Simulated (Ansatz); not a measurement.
Ideal-gas functions of `[SeH]C1N[SiH2]1` at 800 K and 1 bar, from an Ansatz frequency run at PBE0-D4/def2-TZVP.

Molar mass 138.1 g/mol, point group C1 (symmetry number 1), electronic degeneracy 1, moments of inertia 44.502, 302.968, 326.22 u Å². Harmonic wavenumbers (cm⁻¹, unscaled): 157, 205, 307, 415, 463, 616, 660, 689, 723, 772, 839, 941, 985, 1083, 1130, 1282, 2252, 2282, 2406, 3121, 3620.

Use S(trans) = R[1.5 ln M + 2.5 ln T − 1.1517]; rotational temperatures θ = 24.2544 K / I; S(rot) = R[ln(√π/σ · √(T³/θAθBθC)) + 1.5]; for each mode x = 1.438777 ν̃/T, S = R[x/(eˣ − 1) − ln(1 − e⁻ˣ)] and H = RT x/(eˣ − 1); 1 cm⁻¹ = 0.0119627 kJ/mol; R = 8.31446 J/(mol·K).

Q: By hand: the entropy, in J/(mol·K).

A: Translation 190.8. Rotation: θ = 0.545, 0.0801, 0.0743 K, giving 124.4. Vibration, mode by mode: 18.86, 16.66, 13.36, 10.94, 10.07, 7.88, 7.36, 7.04, 6.69, 6.22, 5.64, 4.87, 4.57, 3.97, 3.72, 3.00, 0.74, 0.71, 0.59, 0.20, 0.09, in all 133.2. Electronic 0.0. Sum 448.4 J/(mol·K).

Q: By hand: H − E and G − E in kJ/mol, counted from the electronic energy.

A: Zero-point energy ½ × 24948 × 0.0119627 = 149.2; thermal vibration 57.0; translation, rotation and pV give 4 RT = 26.6. H − E = 232.8 kJ/mol, and G − E = 232.8 − 800 × 448.4/1000 = -125.9 kJ/mol.

Vibration gives 30 % of the entropy. The sum counts one conformer and one mirror image; others add a mixing term.
